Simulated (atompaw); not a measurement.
# What one change does to a pseudopotential (neodymium (Nd), PAW (atompaw))

neodymium (Nd), PAW, made with atompaw 4.2.0.5 (PBEsol, scalar-relativistic). Core [Kr] 4d10, reference 4f4 5s2 5p6 5d0 6s2 6p0. Waves: 5s (bound): rc 2.20 bohr; 6s (bound): rc 2.55 bohr; 5p (bound): rc 2.55 bohr; 6p (bound, empty): rc 2.55 bohr; 5d (bound, empty): rc 2.55 bohr; 5d channel at 2.4 Ry: rc 2.55 bohr; 4f (bound): rc 1.90 bohr; 4f channel at 2.15 Ry: rc 1.90 bohr. Local part: bessel scheme, radius 2.15 bohr. Core correction: smooth core density matched at 2.05 bohr. Augmentation charge: sinc compensation charge, radius 2.50 bohr; PAW radius 2.55 bohr; waves and projectors: custom rrkj vanderbiltortho.

Change: wave 4f (bound): rc 1.90 bohr becomes 4f (bound): rc 1.78 bohr.

Cutoffs: the cutoffs (Ry, on a coarse ladder) from which the occupation-weighted sum of valence levels, in a spherical-Bessel basis at the reference potential, stays within 10 and 1 mRy of its value at 400 Ry; they do not see the model core or the augmentation charge, which bear on the density cutoff.

Task: What does the change do?

Result: The potential gets harder (35 Ry and 55 Ry → 40 Ry and 70 Ry); neither file shows a bound ghost.

```tsv
quantity	base	changed
cutoff, loose	35 Ry	40 Ry
cutoff, tight	55 Ry	70 Ry
bound ghosts	none	none
s: phases at 2.56 bohr within 0.05 rad from the reference energy up to (Ry; the scan ends near 5)	0.8	0.8
p: phases at 2.56 bohr within 0.05 rad from the reference energy up to (Ry; the scan ends near 5)	1.6	1.6
d: phases at 2.56 bohr within 0.05 rad from the reference energy up to (Ry; the scan ends near 5)	4.1	4.1
f: phases at 2.56 bohr within 0.05 rad from the reference energy up to (Ry; the scan ends near 5)	to the end of the scan	to the end of the scan
lowest overlap eigenvalue by channel	s 0.11, p 0.16, d 0.49, f 0.86	s 0.11, p 0.16, d 0.49, f 0.80
```

 The cutoffs see the waves, projectors and local potential, not the compensation charge or the core.
